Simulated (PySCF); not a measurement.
A GIAO shielding run with PySCF (density fitting, non-relativistic, gas phase) on SMILES O=C[C@H](S)C[SiH2][SiH2][SiH3], C3H12OSSi3:

```
$ OMP_NUM_THREADS=1 python probes_run.py task.json out

{"job": {"kind": "nmr", "xc": "PBE0", "basis": "pcSseg-1"}, "charge": 0, "multiplicity": 1}
O     -0.462026    -0.820215    -1.181984
C     -1.517124    -0.991664    -0.631113
C     -1.744135    -0.777540     0.828492
S     -3.269898     0.265855     0.931086
C     -0.557207    -0.192849     1.548908
Si     1.082420    -1.094370     1.094714
Si     2.284657     0.085119    -0.493428
Si     1.166569     1.810570    -1.562802
H     -2.417173    -1.298740    -1.191558
H     -2.061635    -1.724480     1.274968
H     -2.735180     1.346033     0.361272
H     -0.465455     0.862318     1.284705
H     -0.738496    -0.232701     2.621515
H      1.758656    -1.236534     2.398130
H      0.705803    -2.475348     0.756868
H      3.514718     0.599612     0.143624
H      2.810786    -0.868764    -1.481513
H      1.974586     3.027161    -1.695497
H      0.692677     1.481629    -2.905402
H     -0.027690     2.245587    -0.816132
```

Hardware: 1 thread of an Arm Neoverse N1, shared host. The job also computes population analyses, field gradients.

Problem. How large is the calculation?

Solution. 96 electrons, 224 basis functions and 1258 auxiliary functions.

Problem. How long does it take, and how much memory does it need?

Solution. 98 s of wall time, with 14 SCF cycles and 5 response iterations; peak memory 1.1 GiB. Times on a shared host scatter by some tens of per cent.
